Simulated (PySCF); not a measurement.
Isomers of C13H12. Level of theory: PySCF 2.14.0, PBE0-D3(BJ)/def2-SVP geometry optimisation, gas phase. Energies are electronic, without zero-point or thermal terms, for one conformer each. No frequencies were run at this level. Point groups hold within 0.08 Å.

Task: Order them by energy at this level, lowest first, and give relative energies in kcal/mol.
A. `Cc1ccc2cccc3c2c1CC3`
B. `[cH:1]1[cH:2][cH:3][c:4]([CH2:5][c:6]2[cH:7][cH:8][cH:9][cH:10][cH:11]2)[cH:12][cH:13]1` with C3–C4–C5–C6 129°, C4–C5–C6–C7 -52° (diphenylmethane)
C. `C#C[C@@]1(C)C[C@@]12C=CC=C2C#CC`

Result: A (0.0), B (16.0), C (140.5).

As drawn, the lowest has an aromatic ring, which the highest lacks; the highest has a three-membered ring, a C≡C bond and a C=C bond outside aromatic rings, which the lowest lacks.

```json
{"SMILES": "Cc1ccc2cccc3c2c1CC3", "E (Eh)": "-501.71050", "E rel (kcal/mol)": "0.0", "dipole (D)": "1.19", "point group": "Cs", "A, B, C (MHz)": "1392, 812.7, 518.0"}
{"SMILES": "c1ccc(Cc2ccccc2)cc1", "E (Eh)": "-501.68503", "E rel (kcal/mol)": "16.0", "dipole (D)": "0.11", "point group": "C2", "A, B, C (MHz)": "2096, 422.0, 413.0"}
{"SMILES": "C#C[C@@]1(C)C[C@@]12C=CC=C2C#CC", "E (Eh)": "-501.48663", "E rel (kcal/mol)": "140.5", "dipole (D)": "1.28", "point group": "C1", "A, B, C (MHz)": "1248, 598.3, 443.5"}
```

Task: How do the relative energies change in single points at PBE0/pcSseg-1 (no added dispersion term) on the same geometries?

Result: 
```csv
SMILES,PBE0-D3(BJ)/def2-SVP (kcal/mol),PBE0/pcSseg-1 (kcal/mol),shift
Cc1ccc2cccc3c2c1CC3,0.0,0.0,0.0
c1ccc(Cc2ccccc2)cc1,16.0,12.3,-3.7
C#C[C@@]1(C)C[C@@]12C=CC=C2C#CC,140.5,133.6,-6.9
```

Each column counts from its own lowest isomer. The order is unchanged; the largest shift is 6.9 kcal/mol.
